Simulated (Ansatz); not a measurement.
Basis sets compared for `[H]/C=C/c1ccc(/C=C/c2ccc(/C=C/c3ccccc3)cc2)cc1`. The state is a singlet with charge 0. Geometry PBE-D4/def2-SVP. Ansatz on 2 threads of AMD EPYC 7R13 on a shared host and a share (18 GiB) of an NVIDIA H100 80GB HBM3; times are rough, and most runs start from earlier orbitals.

```xyz
44

H     9.190   -5.256   -0.014
C     8.371   -4.539   -0.174
C     7.157   -4.731    0.390
C     5.973   -3.872    0.271
C     5.957   -2.666   -0.470
C     4.803   -1.888   -0.550
C     3.600   -2.265    0.105
C     2.429   -1.404   -0.013
C     1.215   -1.585    0.583
C     0.046   -0.723    0.466
C     0.007    0.444   -0.344
C    -1.133    1.237   -0.420
C    -2.310    0.916    0.309
C    -3.530    1.713    0.264
C    -3.748    2.836   -0.478
C    -4.970    3.637   -0.523
C    -6.119    3.353    0.258
C    -7.263    4.152    0.171
C    -7.297    5.259   -0.696
C    -6.169    5.558   -1.476
C    -5.023    4.758   -1.389
C    -2.272   -0.248    1.116
C    -1.129   -1.045    1.191
C     3.618   -3.474    0.845
C     4.773   -4.251    0.923
H     8.595   -3.669   -0.813
H     7.010   -5.631    1.015
H     6.866   -2.331   -0.991
H     4.818   -0.953   -1.132
H     2.575   -0.518   -0.654
H     1.073   -2.463    1.235
H     0.893    0.733   -0.928
H    -1.114    2.132   -1.059
H    -4.345    1.339    0.906
H    -2.936    3.205   -1.128
H    -6.115    2.494    0.946
H    -8.142    3.911    0.789
H    -8.199    5.885   -0.761
H    -6.182    6.422   -2.158
H    -4.140    4.996   -2.004
H    -3.168   -0.525    1.694
H    -1.132   -1.944    1.828
H     2.710   -3.813    1.365
H     4.758   -5.187    1.505
```

Single mean-field runs in def2-SVP, def2-TZVP are fitted with def2-universal-jkfit.

Binding counts from free atoms (H doublet, C triplet) in the same basis, without a counterpoise term.

```csv
level,functions,energy (Eh),HOMO (eV),LUMO (eV),binding per atom (eV),wall time
PBE-D4/def2-SVP,436,-924.7682,-4.79,-2.81,5.42,3.3 s
PBE0-D4/def2-SVP,436,-924.8533,-5.55,-2.18,5.31,3.1 s
```

(1) Estimate the rows for PBE-D4/def2-TZVP (with forces), PBE0-D4/def2-TZVP (with forces).

Results:

(1) 
```csv
level,functions,energy (Eh),HOMO (eV),LUMO (eV),binding per atom (eV),wall time
PBE-D4/def2-TZVP (with forces),864,-925.7332,-4.85,-2.90,5.34,8 s
PBE0-D4/def2-TZVP (with forces),864,-925.8075,-5.55,-2.24,5.23,6.5 s
```
